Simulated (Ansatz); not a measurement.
HClSSi, SMILES `S[Si]Cl` (excited triplet; H–S–Si–Cl torsion 90°) (charge 0, multiplicity 3). This triplet is an excited state, 2.00 eV above the relaxed singlet at the level frozen-core CCSD(T)/cc-pVTZ // PBE0-D3(BJ)/def2-TZVP (Ansatz, a program for electronic structure).

Cartesian coordinates (Å):
SMILES: S[Si]Cl
```xyz
4

S     -1.2414     0.4060     0.4587
Si     0.6682     0.6329    -0.4034
Cl     2.2785    -0.4541     0.2764
H     -1.7053    -0.5849    -0.3318
```
Charge 0, spin multiplicity 3.

Frozen-core energies in cc-pVDZ from Ansatz at a geometry from PBE0-D3(BJ)/def2-TZVP; the HF reference has <S^2> = 2.01 and the T1 diagnostic is 0.017.

```tsv
level	energy (Ha)
HF	-1146.55119
MP2	-1146.87576
CCSD	-1146.91211
CCSD(T)	-1146.92227
```

Task: Estimate the energies of CCSDT and CCSDT(Q), and give each level's difference from CCSDT(Q).

Result: 
```json
[
 {"level": "MP2", "energy (Ha)": "-1146.87576", "difference from CCSDT(Q) (mHa)": "48.60"},
 {"level": "CCSD", "energy (Ha)": "-1146.91211", "difference from CCSDT(Q) (mHa)": "12.26"},
 {"level": "CCSD(T)", "energy (Ha)": "-1146.92227", "difference from CCSDT(Q) (mHa)": "2.09"},
 {"level": "CCSDT", "energy (Ha)": "-1146.92347", "difference from CCSDT(Q) (mHa)": "0.90"},
 {"level": "CCSDT(Q)", "energy (Ha)": "-1146.92436", "difference from CCSDT(Q) (mHa)": "0.00"}
]
```
